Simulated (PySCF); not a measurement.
Simulated P 2p region for `B(OC)P` (CH6BOP), binding energy against the vacuum level.

Every computed line was given a Gaussian of 0.4 eV full width at half maximum and an area set by the number of equivalent atoms (split 2:1 within a doublet); the highest printed point is 100. Level of theory: PySCF 2.14.0, delta-SCF UKS SCAN, pcX-2 on the ionised atom, pcseg-1 elsewhere, spin-free X2C.

(binding energy (eV), intensity): (135.7, 0), (135.8, 2), (135.9, 8), (136.0, 25), (136.1, 56), (136.2, 89), (136.3, 100), (136.4, 79), (136.5, 45), (136.6, 18), (136.7, 6), (136.8, 5), (136.9, 14), (137.0, 29), (137.1, 46), (137.2, 50), (137.3, 38), (137.4, 21), (137.5, 8), (137.6, 2), (137.7, 0)

Q: Count the maxima, the lines and the sites behind this envelope.

A: The curve has 2 maxima (at 136.3 and 137.2 eV). Under it lie 2 lines from 1 inequivalent phosphorus site, drawn as a 2p3/2, 2p1/2 pair.

Q: Decompose the envelope and assign each component. Numbering: `[CH3:1][O:2][BH:3][PH2:4]`.

A: 
```csv
position (eV),relative area,line,atoms,environment
136.28,0.67,P 2p3/2,P4,three-coordinate phosphorus
137.18,0.33,P 2p1/2,P4,three-coordinate phosphorus
```

Q: What are the centre and the root-mean-square width of the whole band?

A: The area-weighted mean of the lines is 136.58 eV. Their own spread about it is 0.42 eV (rms) and each Gaussian has σ = 0.4/2.355 = 0.17 eV; the variances add, which gives 0.45 eV.

No satellites, vibrations or lifetime broadening are included. Spin–orbit and ligand-field terms were added within each 2p shell after the spin-free SCF. 2p1/2 minus 2p3/2 (ligand field included): P 0.89 eV. One conformer (not necessarily the lowest) at the PBE0-D3(BJ)/def2-SVP geometry, without solvent, vibrations or thermal averaging.

Shape of the structure used: `[CH3:1][O:2][BH:3][PH2:4]`: C1–O2–B3–P4 4°, H–P4–B3–O2 -49°, H–P4–B3–O2 -147°.
